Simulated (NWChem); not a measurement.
System: C$_{2}$H$_{9}$NSi; SMILES C[SiH2]NC

NWChem input:

```
start job
memory heap 200 mb stack 900 mb global 1100 mb
geometry units angstroms noautosym nocenter noautoz
  Si    -0.573771    -0.645097     0.095553
  C      0.991316    -1.656214    -0.190526
  N     -0.363968     1.012879    -0.384032
  C      0.548995     1.950120     0.260169
  H     -1.697399    -1.152342    -0.741574
  H     -0.965497    -0.824594     1.532780
  H      1.838335    -1.269911     0.388814
  H      1.276507    -1.650308    -1.248094
  H      0.833929    -2.697145     0.117593
  H     -1.179043     1.467084    -0.779313
  H      0.145503     2.407383     1.178194
  H      1.476460     1.433471     0.531316
  H      0.823916     2.759785    -0.427637
end
basis spherical
  * library def2-svp
end
dft
  xc xpbe96 cpbe96
  iterations 150
end
cosmo
  do_cosmo_smd true
  solvent water
end
task dft energy
```

Excerpt of the output:

```
             Northwest Computational Chemistry Package (NWChem) 7.3.0
             --------------------------------------------------------

                             Geometry "geometry" -> ""
                             -------------------------

 Output coordinates in angstroms (scale by  1.889725989 to convert to a.u.)

  No.       Tag          Charge          X              Y              Z
 ---- ---------------- ---------- -------------- -------------- --------------
    1 Si                  14.0000    -0.57377100    -0.64509700     0.09555300
    2 C                    6.0000     0.99131600    -1.65621400    -0.19052600
    3 N                    7.0000    -0.36396800     1.01287900    -0.38403200
    4 C                    6.0000     0.54899500     1.95012000     0.26016900
    5 H                    1.0000    -1.69739900    -1.15234200    -0.74157400
    6 H                    1.0000    -0.96549700    -0.82459400     1.53278000
    7 H                    1.0000     1.83833500    -1.26991100     0.38881400
    8 H                    1.0000     1.27650700    -1.65030800    -1.24809400
    9 H                    1.0000     0.83392900    -2.69714500     0.11759300
   10 H                    1.0000    -1.17904300     1.46708400    -0.77931300
   11 H                    1.0000     0.14550300     2.40738300     1.17819400
   12 H                    1.0000     1.47646000     1.43347100     0.53131600
   13 H                    1.0000     0.82391600     2.75978500    -0.42763700

 Effective nuclear repulsion energy (a.u.)     175.3748486055

  pbe96 is a nonlocal functional; adding pw91lda local functional.

                                 NWChem DFT Module
                                 -----------------

 Summary of "ao basis" -> "ao basis" (spherical)
 ------------------------------------------------------------------------------
       Tag                 Description            Shells   Functions and Types
 ---------------- ------------------------------  ------  ---------------------
 Si                         def2-svp                 8       18   4s3p1d
 C                          def2-svp                 6       14   3s2p1d
 N                          def2-svp                 6       14   3s2p1d
 H                          def2-svp                 3        5   2s1p

 in cosmo_initialize ...
 calling solv_data for solv:h2o

[...]

                                COSMO-SMD solvation results
                                ---------------------------

             internal energy in gas <Psi(g)|H|Psi(g)> =      -425.353194185604
         internal energy in solvent <Psi(s)|H|Psi(s)> =      -425.352706763294
                               delta internal energy  =         0.000487422310 (    0.31 kcal/mol)
   total free energy in solvent <Psi(s)|H+V/2|Psi(s)> =      -425.357591039955
 polarization energy contribution <Psi(s)|V/2|Psi(s)> =        -0.004884276661 (   -3.06 kcal/mol)
    total free energy in solvent including G(SMD-CDS) =      -425.351411322978
                       G(SMD-CDS) energy contribution =         0.006179716976 (    3.88 kcal/mol)
     1 M fixed-concentration free energy of solvation =         0.001782862626 (    1.12 kcal/mol)

                       DFT Final Molecular Orbital Analysis
                       ------------------------------------

 Vector   19  Occ=2.000000D+00  E=-2.855224D-01
              MO Center= -8.1D-01, -7.9D-01,  1.2D-01, r^2= 3.2D+00
   Bfn.  Coefficient  Atom+Function         Bfn.  Coefficient  Atom+Function
  ----- ------------  ---------------      ----- ------------  ---------------
    61      0.326464   5 H  s                66     -0.280204   6 H  s
    10     -0.235582   1 Si pz               62      0.208793   5 H  s
    67     -0.171834   6 H  s                13     -0.165024   1 Si pz
    24      0.137675   2 C  pz                7      0.134605   1 Si pz
    76     -0.125203   8 H  s                71      0.118431   7 H  s

 Vector   20  Occ=2.000000D+00  E=-2.807987D-01
              MO Center=  2.1D-01, -1.0D+00, -8.5D-02, r^2= 3.0D+00
   Bfn.  Coefficient  Atom+Function         Bfn.  Coefficient  Atom+Function
  ----- ------------  ---------------      ----- ------------  ---------------
    22      0.346314   2 C  px                8     -0.251283   1 Si px
    23     -0.205930   2 C  py               25      0.187137   2 C  px
    11     -0.182171   1 Si px               61      0.153964   5 H  s
     5      0.142686   1 Si px                9      0.123777   1 Si py
    26     -0.113165   2 C  py               38     -0.113697   3 N  pz

 Vector   21  Occ=2.000000D+00  E=-1.877496D-01
              MO Center= -2.4D-01,  8.9D-01, -1.4D-01, r^2= 2.3D+00
   Bfn.  Coefficient  Atom+Function         Bfn.  Coefficient  Atom+Function
  ----- ------------  ---------------      ----- ------------  ---------------
    38      0.439133   3 N  pz               41     -0.373140   3 N  pz
    36     -0.270090   3 N  px               67      0.221865   6 H  s
    39      0.217311   3 N  px               91      0.192107  11 H  s
    21     -0.176259   2 C  s                92      0.156129  11 H  s
    66      0.150883   6 H  s               101     -0.123882  13 H  s

 Vector   22  Occ=0.000000D+00  E= 2.123647D-02
              MO Center= -3.8D-01,  2.2D-01,  3.6D-02, r^2= 5.5D+00
   Bfn.  Coefficient  Atom+Function         Bfn.  Coefficient  Atom+Function
  ----- ------------  ---------------      ----- ------------  ---------------
    35      0.963463   3 N  s                12     -0.848154   1 Si py
    49      0.805474   4 C  s                62     -0.622524   5 H  s
    11     -0.592667   1 Si px               87     -0.564859  10 H  s
    21      0.463917   2 C  s               102     -0.426163  13 H  s
    92     -0.372396  11 H  s                97     -0.321144  12 H  s

[...]
```

Level: PBE/def2-SVP, SMD on the gas-phase geometry. Structure relaxed at the B3LYP/6-31G* (spherical d) level. Solvent: water.
